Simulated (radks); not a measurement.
The numbers below are computed, except where a source is named.
Q: Level of theory: non-relativistic Kohn-Sham, PBE, spin-polarised, spherical densities, point nucleus; open shells are filled with parallel spins first (a radial shooting solver on a logarithmic mesh with Libxc functionals). Each species is in its NIST ground configuration. Rank P, Cl, Si, Mg, S, Al, Ar by mean radius of the outermost orbital (bohr), largest first.

A: Al 3.40, Mg 3.16, Si 2.74, P 2.33, S 2.12, Cl 1.86, Ar 1.66.
